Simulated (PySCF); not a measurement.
C₂H₅NSi.
Atom-mapped SMILES: `[CH3:1][SiH2:2][C:3]#[N:4]` (hydrogens: H5, H6, H7 on C1; H8, H9 on Si2)

Computed with PBE0-D3(BJ)/def2-SVP geometry optimisation, gas phase in PySCF.

(1) List the bond lengths and angles at this level.

Results:

(1) 
```
               bond  length (bohr)   order
             C1–Si2          3.530  single
             Si2–C3          3.523  single
              C3≡N4          2.192  triple
C1–H5, C1–H6, C1–H7          2.079  single
     Si2–H8, Si2–H9          2.815  single
```

Bonds in one row agree within 0.02 bohr and their mean is given. Orders are formal, as drawn. A selection of angles:
```
    angle  degrees
Si2–C1–H5    110.7
Si2–C1–H6    109.9
 H5–C1–H6    108.4
C1–Si2–C3    108.9
C1–Si2–H8    112.5
C1–Si2–H9    112.5
C3–Si2–H8    106.4
H8–Si2–H9    109.7
Si2–C3–N4    178.6
```

Si2 (SiH2 silicon) is tetrahedral (angles from 106.4° to 112.5°). The 4 heavy atoms lie in one plane (0.001 Å rms).

Point group: Cs (every atom within 0.08 Å of its image). Not checked by PBE0-D3(BJ)/def2-SVP frequencies.
